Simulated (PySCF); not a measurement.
**C5H6S2: calculation and literature**

Bonds (- single, = double, # triple, : aromatic): C1-S2 1.794 Å, S2-C3 1.740 Å, C3:C4 1.370 Å, C4:C5 1.415 Å, C5:C6 1.362 Å, C6:S7 1.710 Å, S7:C3 1.720 Å. C1 carries H8, H9, H10; C4 carries H11; C5 carries H12; C6 carries H13.

Published estimates (parent shift plus substituent increments) and measurements: δ 1H H13 7.15; H11 6.93; H12 6.78 ppm (estimated from measurements, as parent shift plus tabulated substituent increment; solution, not stated per compound (mostly CDCl3 or CCl4); Pretsch, Buehlmann, Badertscher, Structure Determination of Organic Compounds, 4th ed. (2009)).

All values are calculated (PySCF 2.14.0 with density-fitted response routines): geometry: PBE0-D3(BJ)/def2-TZVP, GIAO B97-2/pcSseg-2 shieldings. No solvent, non-relativistic, one computed conformer, averaged over atoms made equivalent by symmetry, fast rotation or ring inversion.

Q: What does the calculation give, and how does it compare?

A: 
Reference values: estimated from measurements, as parent shift plus tabulated substituent increment (solution, not stated per compound (mostly CDCl3 or CCl4); Pretsch, Buehlmann, Badertscher, Structure Determination of Organic Compounds, 4th ed. (2009)).
| atoms | quantity | reference | computed | computed, scaled |
| --- | --- | --- | --- | --- |
| H13 | δ 1H | 7.15 | 7.16 | 6.86 |
| H11 | δ 1H | 6.93 | 6.99 | 6.70 |
| H12 | δ 1H | 6.78 | 7.22 | 6.91 |

Computed shifts are σ(ref) − σ with the named reference compound (TMS for H and C) calculated as an isolated molecule at the same level. The measured values may be among those fitted. Scaled to experiment by linear calibration (H and C: mostly CDCl3 data, vs TMS): 1H (scatter 0.14 ppm rms, 0.16 ppm with the 4 outliers that the fit left out). Occasional misses reach two or three times the rms, and more in compound classes unlike the fitted ones.

Q: How far are the unscaled 1H shifts from the references?

A: Mean signed difference +0.17 ppm, mean absolute 0.17 ppm over 3 comparisons; the largest is +0.44 ppm at H12 (hydrogen on an aromatic CH).
